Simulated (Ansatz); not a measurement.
The cluster Li5Sn⁻, relaxed as a singlet with RKS r2SCAN-D4/def2-TZVPD in Ansatz, starting from the GFN1-xTB geometry. Force threshold 0.02 eV/Å.

In the def2 sets Sn takes a core potential; there is no spin–orbit coupling. The restricted singlet is unstable: a solution with broken spin symmetry lies lower. The highest occupied level of the charge -1 singlet lies above zero (up to 0.35 eV). Its loss leaves the charge 0 doublet, which lies 0.77 eV higher (vertical, at r2SCAN-D4/def2-TZVPD), but this difference is unsure: the doublet is doubtful (geometry relaxed on an unsound state). The structure comes from a short search, and lower isomers may exist.

Start:

```xyz
6

Li    1.059   -2.666   -0.403
Li   -1.313    1.655    0.913
Li   -1.095   -2.372   -1.145
Li    0.989    1.544    1.456
Li    0.316    2.197   -0.711
Sn    0.044   -0.359   -0.111
```

**Question.** Estimate the energy that the relaxation releases and the steps that it takes.

**Answer.** 130.7 kJ/mol, in 15 steps; 29 s on 4 threads of Arm Neoverse V1 on a shared host. No frequencies were taken in this run, so the end may be a saddle point.

**Question.** Does the start keep its bonding?

**Answer.** Bonds lost: Li1–Li3, Li2–Li4 (atoms count from 1). Bonds formed: Li1–Li5, Li3–Li5 (atoms count from 1). Metal–metal contacts that move far: Li2–Li5 2.36 to 3.06 Å, Li4–Li5 2.36 to 3.05 Å.

**Question.** Predict the relaxed structure.

**Answer.** 
```
atom   x (Å)   y (Å)   z (Å)
 Li1   1.809  -1.603  -0.505
 Li2  -1.869   1.428   0.759
 Li3  -1.596  -1.403  -1.263
 Li4   1.531   1.220   1.498
 Li5   0.341   0.958  -1.300
 Sn6  -0.215  -0.600   0.810
```
Bond lengths (bridged metal pairs left out): 5 × Li–Sn 2.61 to 2.68 Å; 4 × Li–Li 3.05 to 3.06 Å.
